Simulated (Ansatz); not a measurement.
Born–Oppenheimer molecular dynamics of CH3NSTe (7 atoms, charge 0, multiplicity 1). It starts at the highest image of a converged band, a first-order saddle point between two minima.

Theory: RKS PBE/def2-SVP (Ansatz).

- ensemble: NVE (velocity Verlet)
- time step: 0.5 fs
- steps asked: 200
- starting velocities drawn for: 100 K
- seed: 11716

Frames 5 fs apart, positions in Å, forces in eV/Å.

Velocities at 20.0 fs (Å/ps):

```
N -0.35 0.49 -3.01
C -4.19 11.01 0.10
S 1.03 -0.60 -1.11
Te 0.08 -0.34 0.23
H 0.11 -74.01 64.24
H 17.93 1.15 -18.07
H -6.75 -2.52 1.24
```

```xyz
7
Properties=species:S:1:pos:R:3:forces:R:3 time_fs=20.0 energy_less_start_eV=-0.573 T=986
N -0.587 1.057 0.670 0.12 0.11 -1.48
C -0.040 0.046 0.059 -0.68 1.05 1.13
S 0.091 -1.324 1.151 0.92 -1.48 -0.86
Te 0.683 -0.076 -1.958 0.03 -0.03 -0.17
H -0.502 -0.464 1.961 -0.58 0.30 1.32
H -0.800 1.856 0.046 0.22 0.03 0.03
H 1.108 -1.700 -1.843 -0.03 0.02 0.02
7
Properties=species:S:1:pos:R:3:forces:R:3 time_fs=25.0 energy_less_start_eV=-0.607 T=1039
N -0.591 1.069 0.644 -1.03 2.84 -0.21
C -0.064 0.101 0.071 0.52 -2.33 0.99
S 0.099 -1.332 1.144 -0.05 -0.59 0.71
Te 0.683 -0.078 -1.957 0.06 -0.07 -0.12
H -0.531 -0.818 2.346 0.68 -0.22 -1.64
H -0.694 1.859 -0.015 -0.14 0.35 0.22
H 1.070 -1.710 -1.833 -0.03 0.02 0.06
7
Properties=species:S:1:pos:R:3:forces:R:3 time_fs=30.0 energy_less_start_eV=-0.553 T=955
N -0.610 1.124 0.612 -0.52 2.01 0.00
C -0.081 0.117 0.104 0.13 -1.41 1.01
S 0.107 -1.345 1.139 0.50 -1.38 -0.21
Te 0.684 -0.080 -1.956 0.00 -0.16 0.26
H -0.447 -1.178 2.430 0.11 0.86 -1.16
H -0.614 1.933 -0.031 -0.24 0.11 0.10
H 1.026 -1.717 -1.810 0.01 -0.03 0.00
7
Properties=species:S:1:pos:R:3:forces:R:3 time_fs=35.0 energy_less_start_eV=-0.429 T=764
N -0.637 1.210 0.581 0.90 -1.71 0.01
C -0.097 0.109 0.158 -1.12 2.32 0.86
S 0.121 -1.368 1.130 1.49 -1.28 -2.84
Te 0.684 -0.082 -1.955 -0.10 -0.30 0.74
H -0.371 -1.350 2.336 -1.12 1.21 1.61
H -0.588 2.035 -0.032 -0.08 -0.24 -0.29
H 0.983 -1.728 -1.788 0.04 0.00 -0.09
7
Properties=species:S:1:pos:R:3:forces:R:3 time_fs=40.0 energy_less_start_eV=-0.477 T=839
N -0.651 1.271 0.551 0.71 -1.89 0.73
C -0.132 0.141 0.225 -0.35 1.73 -0.64
S 0.142 -1.400 1.106 -0.80 0.60 1.02
Te 0.685 -0.085 -1.952 -0.15 -0.29 0.88
H -0.474 -1.256 2.435 0.62 0.33 -1.72
H -0.584 2.079 -0.088 -0.05 -0.49 -0.15
H 0.949 -1.739 -1.785 0.03 0.03 -0.10
7
Properties=species:S:1:pos:R:3:forces:R:3 time_fs=45.0 energy_less_start_eV=-0.428 T=761
N -0.654 1.304 0.534 -0.63 0.59 1.71
C -0.171 0.200 0.280 1.75 -2.40 -2.46
S 0.160 -1.427 1.086 -0.71 1.96 -0.26
Te 0.685 -0.088 -1.948 -0.18 -0.02 0.73
H -0.479 -1.077 2.235 -0.07 -0.13 0.36
H -0.595 2.030 -0.184 -0.14 0.02 -0.07
H 0.922 -1.746 -1.805 -0.01 -0.02 -0.02
7
Properties=species:S:1:pos:R:3:forces:R:3 time_fs=50.0 energy_less_start_eV=-0.198 T=405
N -0.666 1.342 0.543 -0.20 -0.28 0.90
C -0.179 0.220 0.287 1.70 -2.02 -2.81
S 0.172 -1.441 1.065 -0.94 2.66 -0.07
Te 0.685 -0.091 -1.942 -0.22 0.20 0.64
H -0.506 -0.911 2.108 -0.13 -0.52 0.85
H -0.640 1.965 -0.284 -0.16 0.00 0.44
H 0.893 -1.755 -1.829 -0.05 -0.02 0.05
7
Properties=species:S:1:pos:R:3:forces:R:3 time_fs=55.0 energy_less_start_eV=-0.202 T=413
N -0.679 1.370 0.568 1.20 -3.71 -0.07
C -0.155 0.203 0.241 0.10 0.97 -1.40
S 0.177 -1.435 1.043 -1.77 3.31 1.38
Te 0.684 -0.094 -1.935 -0.25 0.22 0.64
H -0.553 -0.871 2.164 0.84 -1.16 -0.78
H -0.719 1.917 -0.305 -0.05 0.32 0.16
H 0.853 -1.769 -1.843 -0.08 0.04 0.07
7
Properties=species:S:1:pos:R:3:forces:R:3 time_fs=60.0 energy_less_start_eV=-0.502 T=878
N -0.674 1.341 0.592 1.27 -3.45 -1.22
C -0.129 0.202 0.168 -0.67 1.34 0.25
S 0.170 -1.406 1.028 0.36 1.36 -1.54
Te 0.683 -0.097 -1.927 -0.20 0.28 0.38
H -0.459 -1.059 2.119 -0.83 0.38 1.54
H -0.810 1.929 -0.262 0.14 0.06 0.52
H 0.795 -1.774 -1.840 -0.07 0.03 0.08
7
Properties=species:S:1:pos:R:3:forces:R:3 time_fs=65.0 energy_less_start_eV=-0.698 T=1178
N -0.648 1.257 0.597 -0.14 -0.26 -0.36
C -0.113 0.222 0.098 -0.12 -1.13 1.05
S 0.164 -1.365 1.008 -0.27 0.61 0.45
Te 0.681 -0.099 -1.919 0.03 0.26 -0.25
H -0.466 -1.213 2.276 0.35 0.39 -1.14
H -0.870 1.967 -0.121 0.21 0.14 0.17
H 0.720 -1.774 -1.819 -0.06 -0.02 0.08
7
Properties=species:S:1:pos:R:3:forces:R:3 time_fs=70.0 energy_less_start_eV=-0.503 T=878
N -0.627 1.170 0.598 -1.81 3.39 1.23
C -0.098 0.219 0.046 0.70 -3.11 0.61
S 0.157 -1.320 0.987 0.52 -0.99 -0.03
Te 0.680 -0.101 -1.910 0.31 0.09 -0.97
H -0.438 -1.258 2.254 0.00 0.80 -0.78
H -0.878 2.023 0.071 0.29 -0.22 -0.09
H 0.631 -1.775 -1.780 -0.03 0.04 0.04
7
Properties=species:S:1:pos:R:3:forces:R:3 time_fs=75.0 energy_less_start_eV=-0.447 T=792
N -0.630 1.129 0.616 -0.29 0.65 0.57
C -0.075 0.167 0.011 -1.13 0.75 2.12
S 0.154 -1.283 0.965 1.61 -2.42 -1.36
Te 0.679 -0.102 -1.904 0.54 -0.05 -1.58
H -0.443 -1.112 2.120 -0.93 1.00 1.10
H -0.824 2.050 0.224 0.16 0.05 -0.77
H 0.536 -1.768 -1.733 0.04 0.02 -0.09
```

Of the whole run (100 fs, mean temperature of the second half 760 K): The conserved energy stayed within 0.18 meV per atom of its start (net change -0.064 meV per atom), so the integration is sound. The system heated up, since it started high on the potential surface and ran downhill. A run of 0.1 ps of so small a system gives no equilibrium averages. The orbitals stay closed-shell, which can raise the energy where a bond breaks towards radicals; this wasn't checked here.

The run took 4.9 min on 2 threads of Arm Neoverse V1, with other jobs on the host, peak memory 0.12 GiB.
